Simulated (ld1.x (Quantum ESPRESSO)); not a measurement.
**Be: from the effect back to the setting (RRKJ)**

Base potential:

ld1.x (Quantum ESPRESSO) 7.5 input, shortened:

```
&input
   title='Be', zed=4., rel=0, dft='PBESOL', iswitch=3,
   config='[He] 2s2 2p0 3d-2'
 /
 &inputp
   pseudotype=2, tm=.false., rho0=0.02, lloc=1,
   nlcc=.false.
 /
3
1S  1  0   2.00   0.00  0.40  0.40  0.0
3D  3  2  -2.00   0.20  4.20  4.20  0.0
2P  2  1   0.00   0.00  4.20  4.20  0.0
 &test
   configts(1)='1s2 2s2 2p0'
 /
```

Occupied shells without a wave of their own: 2s. They enter only through the test configuration that unscreens the potential.

Cutoffs, loose and tight: the cutoffs (Ry, on a coarse ladder) from which the occupation-weighted sum of valence levels, in a spherical-Bessel basis at the reference potential, stays within 10 and 1 mRy of its value at 400 Ry. They do not see the model core or the augmentation charge, which bear on the density cutoff. Test errors are all-electron minus pseudo excitation energies from the reference, over the configurations 1s2 2s1 2p0; 1s2 2s0 2p0; 1s2 2s1.5 2p0; 1s2 2s0 2p2; 1s1 2s2 2p0; 1s2 2s1 2p1; 1s2 2s0 2p1; variants that change the core or the reference have their own tests.

Only the s radius is moved:

| s radius (bohr) | bound ghosts | largest test error (meV) | median size of the test errors |
| --- | --- | --- | --- |
| 0.26 | not determined | -1856 | 1505.1 meV |
| 0.44 | not determined | -1824 | 870.4 meV |
| 0.54 | not determined | -1779 | 848.8 meV |
| 0.6 | not determined | -1737 | 828.2 meV |

Question: One more run gave bound ghosts: not determined; largest test error (meV): -1851; median size of the test errors: 1360.9 meV. Which value of the s radius was used?

Answer: 0.32 bohr. The median size of the test errors moves one way along this sweep, from 1505.1 meV at 0.26 to 828.2 meV at 0.6 bohr, which places the run between 0.26 and 0.44 bohr.
